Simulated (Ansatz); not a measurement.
Relaxation of C₂H₄OSi (8 atoms, charge 0, multiplicity 1), to a largest force component of 0.02 eV/Å in at most 50 steps.

These are results of RKS PBE-D4/6-31G* (Ansatz 0.2.0), not measurements.

```xyz
8
Properties=species:S:1:pos:R:3:forces:R:3
O 1.530 -0.602 2.236 0.20 -0.03 -0.36
C 1.154 -0.383 1.109 3.07 -4.55 1.75
C 0.779 -0.187 -0.135 3.44 -0.04 1.86
Si -0.821 0.256 -0.489 -5.01 0.47 -2.19
H 0.547 0.499 0.907 -1.74 4.05 -0.87
H -1.270 1.539 0.165 0.24 -0.04 0.04
H -1.028 0.417 -1.947 -0.04 0.13 -0.31
H -1.783 -0.808 -0.051 -0.17 0.01 0.07
```

Problem. Where does it end, and by what steps?

Solution. It converged. The force dipped under the threshold on the way, but the program's further checks kept it going. After 14 steps the energy has fallen by 3.461 eV; H5 moved furthest, 1.24 Å. Parted: C2–H5.

| step | energy less start (eV) | largest force component (eV/Å) | accepted |
| --- | --- | --- | --- |
| 0 | 0.0000 | 5.008 | yes |
| 1 | -1.0223 | 3.071 | yes |
| 2 | -1.6789 | 2.173 | yes |
| 3 | -2.3084 | 2.049 | yes |
| 4 | -2.8941 | 1.460 | yes |
| 5 | -3.1336 | 1.421 | yes |
| 6 | -3.3572 | 1.084 | yes |
| 7 | -3.4292 | 0.806 | yes |
| 8 | -3.4016 | 1.357 | no |
| 9 | -3.4532 | 0.071 | yes |
| 10 | -3.4559 | 0.221 | yes |
| 11 | -3.4567 | 0.105 | yes |
| 12 | -3.4601 | 0.025 | yes |
| 13 | -3.4606 | 0.005 | yes |
| 14 | -3.4607 | 0.018 | yes |

```xyz
8
Properties=species:S:1:pos:R:3
O 1.351 -1.420 2.038
C 1.044 -0.546 1.306
C 0.659 0.411 0.477
Si -0.976 0.288 -0.408
H 1.332 1.263 0.333
H -1.865 1.450 -0.069
H -0.790 0.272 -1.899
H -1.644 -0.984 0.017
```

Time of the run: 34 s on 1 thread of Arm Neoverse V1 (shared host), peak memory 0.13 GiB.
